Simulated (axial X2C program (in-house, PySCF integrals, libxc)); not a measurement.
**What spin–orbit coupling does to TiCl⁺**

Calculated with an in-house relativistic program for diatomic molecules. Spin-free means the one-electron spin-free X2C Hamiltonian; two-component (2c) means X2C with spin–orbit coupling and atomic mean-field two-electron Coulomb and Gaunt terms, so the difference of the two also holds small scalar two-electron terms. Basis: Ti dyall-cv3z [10s10p6d4f2g], Cl dyall-av3z [9s8p3d2f] (cores contracted in-house); Gaussian nuclei, density fitting, unrestricted open shells. Masses: Ti 47.948 u, Cl 34.969 u.

Spin-free state: M_S = 1, Λ = 2 (beyond evenly filled blocks: σα, δ+α); fragments Ti+ + Cl.

```
level  Re (Å)  ωe (cm⁻¹)  De (eV)  μ (D)
 PBE0   2.136      485.7    4.132  -7.15
   HF   2.241      445.7    2.432  -9.68
  MP2   2.200      445.8    3.930    n/a
TPSSh   2.140      482.8    4.195  -6.92
```

Correlated methods: 10 electrons correlated (number of frozen shells: Ti 3 s, 2 p; Cl 2 s, 1 p), 280 virtual spin orbitals or spinors in MP2.

Dipoles are positive if Cl is the positive end and refer to the centre of mass.

Two-component determinant lowest at the distance of the search:

Ω = 1 (⟨Sz⟩ = -1.00, ⟨Lz⟩ = 2.00 at HF); fragments Ti+ + Cl.

```csv
level,Re (Å),ωe (cm⁻¹),μ (D)
PBE0,2.136,485.5,-7.15
HF,2.242,445.5,-9.68
MP2,2.200,445.6,n/a
TPSSh,2.140,482.6,-6.91
```

Problem. From the two tables, how do the constants change at the MP2 level (2c against spin-free)?

Solution. At the MP2 level Re is unchanged within 0.001 Å and ωe stays the same within 0.2 cm⁻¹.

One determinant describes the state; a PBE0 search over occupations chose it and may have missed a lower one. Dissociation energies refer to the lowest single-determinant-based atoms at the same level and basis. De is not given where an atomic determinant may have missed its ground term or J level, or where the truncated virtual space spoils (T). Density functionals use the spin component along the axis (collinear). Other states lie close and PBE0, whose exact exchange favours high spin, may order them wrongly; the determinant shown need not be the ground state. The nearest other spin-free determinant of the search, M_S = 1, Λ = 0, lies 0.11 eV up at the distance of the search. Without a current term, density functionals place determinants with orbital angular momentum somewhat too high. With several unpaired electrons one determinant need not be a pure state. The outer-core s and p shells of the metal are frozen in the correlated rows, which leaves out core–valence correlation; for alkali and alkaline-earth bonds that tends to lengthen them.
